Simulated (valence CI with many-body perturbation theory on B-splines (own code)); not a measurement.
E1 transitions of Fe21+

Level of theory: relativistic CI+MBPT: three valence electrons over a frozen Dirac-Fock core [He], a basis of 11 s, 11 p, 10 d, 8 f, 5 g, 2 h functions for each j, with the one-electron correlation potential Σ1 (screened to all orders), the two-electron term Σ2, the three-electron term Σ3, Breit, model QED; selected single and double excitations, second order for the rest, scaled by the run's own slope (own B-spline code, finite nucleus).

No measured levels were compared; by estimate levels of excited configurations hold to 0.05 to 0.15 % of their energy, terms of the ground configuration to about 0.5 %.

Lines 1 to 50 of 584 in falling wavelength, among levels below 109.26 Ry, chosen from the strongest by gf and those to the six lowest levels. Wavelengths and rates use the calculated energies, so an error of 700 cm⁻¹ moves a line at 364.8 nm by 2.6 % and its rate by three times that or more. Electric multipoles are in the length gauge, E1 and E2 with the static RPA response of the core. Weak lines are less certain than strong ones. Lines between different terms over intervals too small for the method are left out, as are lines whose strength nearly cancels. Where a level lies close to another of its J and parity, the split of strength between their lines is uncertain. The highest levels of a list are the least certain.

Names give the largest LS component (configuration and term), which can be under half, so a name can repeat, a term be missing and a line seem to break the LS rules; names also repeat where a configuration has a term twice. Letters in brackets count levels of one name in rising energy.

```tsv
λ vac (nm)	Upper	Lower	A (s⁻¹)	S (a.u.) with core polarisation	S without
364.8	2s 2p 4f 2F_7/2 [b]	2s 2p 4d 2D°_5/2 [b]	7.91e+06	1.52e+00	1.52e+00
357.6	2s 2p 4f 2F_7/2 [a]	2s 2p 4d 2D°_5/2 [a]	7.86e+06	1.42e+00	1.42e+00
282.4	2s 2p 4f 4F_7/2 [a]	2s 2p 4d 4F°_5/2	1.73e+07	1.54e+00	1.54e+00
282.2	2s 2p 4f 4F_7/2 [b]	2s 2p 4d 4D°_5/2	1.32e+07	1.17e+00	1.17e+00
270.5	2s2 4f 2F°_7/2	2s2 4d 2D_5/2	2.28e+07	1.78e+00	1.78e+00
266.3	2s 2p 4f 4G_9/2	2s 2p 4d 4F°_7/2	2.34e+07	2.18e+00	2.18e+00
257.5	2s 2p 4f 2G_7/2 [b]	2s 2p 4d 2F°_5/2 [b]	2.40e+07	1.62e+00	1.62e+00
257.3	2s 2p 4f 4F_9/2	2s 2p 4d 4D°_7/2	2.07e+07	1.74e+00	1.74e+00
254.9	2s2 4f 2F°_5/2	2s2 4d 2D_3/2	2.54e+07	1.25e+00	1.25e+00
249.0	2s 2p 4f 2G_9/2 [b]	2s 2p 4d 2F°_7/2 [b]	2.91e+07	2.22e+00	2.22e+00
236.8	2s 2p 4f 4G_7/2	2s 2p 4d 4P°_5/2	2.20e+07	1.16e+00	1.16e+00
224.7	2s 2p 4f 4G_5/2	2s 2p 4d 4F°_3/2	3.43e+07	1.15e+00	1.15e+00
197.4	2s 2p 4f 4G_11/2	2s 2p 4d 4F°_9/2	5.95e+07	2.71e+00	2.71e+00
176.3	2s 2p 4d 4F°_9/2	2s 2p 4p 4D_7/2	1.27e+08	3.42e+00	3.42e+00
168.8	2s 2p 4d 4F°_7/2	2s 2p 4p 4D_5/2	1.44e+08	2.73e+00	2.73e+00
162.4	2s 2p 4d 2D°_5/2 [b]	2s 2p 4p 2P_3/2 [b]	1.30e+08	1.66e+00	1.66e+00
161.1	2s 2p 4d 2F°_7/2 [b]	2s 2p 4p 2D_5/2 [b]	1.62e+08	2.68e+00	2.68e+00
161.1	2s 2p 4d 4F°_5/2	2s 2p 4p 4D_3/2	1.59e+08	1.97e+00	1.97e+00
158.8	2s 2p 4d 4D°_7/2	2s 2p 4p 4P_5/2	1.02e+08	1.61e+00	1.61e+00
155.5	2s 2p 4d 4D°_7/2	2s 2p 4p 4D_7/2	6.31e+07	9.38e-01	9.38e-01
155.3	2s2 4d 2D_5/2	2s2 4p 2P°_3/2	1.83e+08	2.03e+00	2.03e+00
151.3	2s 2p 4d 4D°_5/2	2s 2p 4p 4P_5/2	9.99e+07	1.02e+00	1.02e+00
150.8	2s 2p 4d 2P°_3/2 [b]	2s 2p 4p 2S_1/2 [b]	1.28e+08	8.67e-01	8.67e-01
150.7	2s 2p 4p 4D_1/2	2s 2p 4s 4P°_1/2	1.83e+08	6.16e-01	6.17e-01
146.6	2s 2p 4p 4S_3/2	2s 2p 4s 2P°_3/2 [a]	1.17e+08	7.29e-01	7.29e-01
144.2	2s 2p 4p 2P_3/2 [a]	2s 2p 4s 4P°_3/2	1.31e+08	7.75e-01	7.75e-01
143.1	2s 2p 4d 4D°_5/2	2s 2p 4p 4P_3/2	8.76e+07	7.60e-01	7.60e-01
142.9	2s 2p 4d 2F°_5/2 [a]	2s 2p 4p 2D_3/2 [a]	2.18e+08	1.88e+00	1.88e+00
142.3	2s 2p 4d 2D°_3/2 [b]	2s 2p 4p 2P_1/2 [b]	1.28e+08	7.28e-01	7.28e-01
142.0	2s 2p 4d 2D°_5/2 [a]	2s 2p 4p 4S_3/2	1.32e+08	1.12e+00	1.12e+00
141.8	2s 2p 4p 2P_1/2 [a]	2s 2p 4s 2P°_1/2 [a]	2.07e+08	5.82e-01	5.82e-01
141.0	2s 2p 4d 4F°_3/2	2s 2p 4p 4D_1/2	1.97e+08	1.09e+00	1.09e+00
140.8	2s 2p 4p 2D_3/2 [b]	2s 2p 4s 2P°_3/2 [b]	1.23e+08	6.80e-01	6.80e-01
140.3	2s 2p 4d 2F°_5/2 [b]	2s 2p 4p 2D_3/2 [b]	2.08e+08	1.70e+00	1.70e+00
139.9	2s 2p 4d 4P°_5/2	2s 2p 4p 2P_3/2 [a]	1.86e+08	1.51e+00	1.51e+00
137.6	2s 2p 4p 2D_3/2 [b]	2s 2p 4s 2P°_1/2 [b]	1.23e+08	6.30e-01	6.30e-01
136.5	2s 2p 4d 2F°_7/2 [a]	2s 2p 4p 2D_5/2 [a]	2.29e+08	2.30e+00	2.30e+00
136.4	2s 2p 4d 4P°_3/2	2s 2p 4p 4P_3/2	1.28e+08	6.42e-01	6.42e-01
135.7	2s 2p 4d 2D°_3/2 [a]	2s 2p 4p 2P_1/2 [a]	2.15e+08	1.06e+00	1.06e+00
135.5	2s2 4p 2P°_1/2	2s2 4s 2S_1/2	2.68e+08	6.59e-01	6.59e-01
134.7	2s2 4d 2D_3/2	2s2 4p 2P°_1/2	2.33e+08	1.12e+00	1.12e+00
125.3	2s 2p 4p 4P_3/2	2s 2p 4s 4P°_5/2	2.05e+08	7.97e-01	7.97e-01
124.2	2s 2p 4p 2D_3/2 [a]	2s 2p 4s 2P°_1/2 [a]	2.60e+08	9.83e-01	9.83e-01
124.1	2s 2p 4p 2D_5/2 [b]	2s 2p 4s 2P°_3/2 [b]	3.41e+08	1.93e+00	1.93e+00
123.1	2s 2p 4d 2P°_3/2 [a]	2s 2p 4p 4S_3/2	1.40e+08	5.14e-01	5.14e-01
121.5	2s 2p 4p 4D_7/2	2s 2p 4s 4P°_5/2	3.67e+08	2.60e+00	2.60e+00
119.6	2s 2p 4p 4P_5/2	2s 2p 4s 4P°_5/2	3.23e+08	1.64e+00	1.64e+00
118.9	2s 2p 4p 2D_5/2 [a]	2s 2p 4s 2P°_3/2 [a]	3.16e+08	1.57e+00	1.57e+00
116.3	2s 2p 4p 4P_1/2	2s 2p 4s 4P°_3/2	3.91e+08	6.07e-01	6.07e-01
115.7	2s 2p 4p 2P_3/2 [b]	2s 2p 4s 2P°_3/2 [b]	2.19e+08	6.70e-01	6.70e-01
```
